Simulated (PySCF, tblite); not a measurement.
Isomers of C6H12Si, one GFN2-xTB conformer each. Single-point energies are computed at PBE0/pcSseg-1 (PySCF, gas phase, no added dispersion term), electronic only.

```json
{"SMILES": "C=C(C)C1C[SiH2]C1", "GFN2-xTB relative energy (kJ/mol)": "0.0"}
{"SMILES": "C#CCC(C)(C)[SiH3]", "GFN2-xTB relative energy (kJ/mol)": "46.3"}
{"SMILES": "CCCC#CC[SiH3]", "GFN2-xTB relative energy (kJ/mol)": "19.0"}
```

Conformers: `[CH2:1]=[C:2]([CH3:3])[CH:4]1[CH2:5][SiH2:6][CH2:7]1` with C1–C2–C4–C5 -56°; `[CH:1]#[C:2][CH2:3][C:4]([CH3:5])([CH3:6])[SiH3:7]` with C2–C3–C4–C5 62°; `[CH3:1][CH2:2][CH2:3][C:4]#[C:5][CH2:6][SiH3:7]` with C1–C2–C3–C4 64°.

Q: What does PBE0/pcSseg-1 give for the same structures?

A: 
```json
{"SMILES": "C=C(C)C1C[SiH2]C1", "PBE0/pcSseg-1 E (Eh)": "-524.85085", "PBE0/pcSseg-1 (kJ/mol)": "0.0", "GFN2-xTB (kJ/mol)": "0.0", "point group": "Cs"}
{"SMILES": "CCCC#CC[SiH3]", "PBE0/pcSseg-1 E (Eh)": "-524.83279", "PBE0/pcSseg-1 (kJ/mol)": "47.4", "GFN2-xTB (kJ/mol)": "19.0", "point group": "C1"}
{"SMILES": "C#CCC(C)(C)[SiH3]", "PBE0/pcSseg-1 E (Eh)": "-524.81802", "PBE0/pcSseg-1 (kJ/mol)": "86.2", "GFN2-xTB (kJ/mol)": "46.3", "point group": "C1"}
```

Both levels put the same isomer lowest; measured from each level's own lowest isomer, the values differ by up to 39.9 kJ/mol (C#CCC(C)(C)[SiH3]: 46.3 against 86.2). As drawn, the lowest has a four-membered ring and a C=C bond outside aromatic rings, which the highest lacks; the highest has a C≡C bond, which the lowest lacks.

Q: Which frontier levels, dipoles and rotational constants go with these structures?

A: 
```
           SMILES  HOMO (eV, PBE0/pcSseg-1)  LUMO (eV)  dipole (D)       A, B, C (MHz)
C=C(C)C1C[SiH2]C1                     -6.94       0.12        0.63    4569, 1321, 1276
    CCCC#CC[SiH3]                     -6.96       0.71        0.14  3703, 926.9, 777.3
C#CCC(C)(C)[SiH3]                     -7.70       0.73        0.78    2747, 1646, 1356
```

Q: What happens when harmonic zero-point energies from GFN2-xTB frequencies are added?

A: 
| SMILES | ZPE (kJ/mol) | electronic (kJ/mol) | with ZPE (kJ/mol) |
| --- | --- | --- | --- |
| C=C(C)C1C[SiH2]C1 | 413.0 | 0.0 | 0.0 |
| CCCC#CC[SiH3] | 403.1 | 47.4 | 37.5 |
| C#CCC(C)(C)[SiH3] | 401.3 | 86.2 | 74.5 |

The zero-point energies span 11.7 kJ/mol. The order is unchanged.
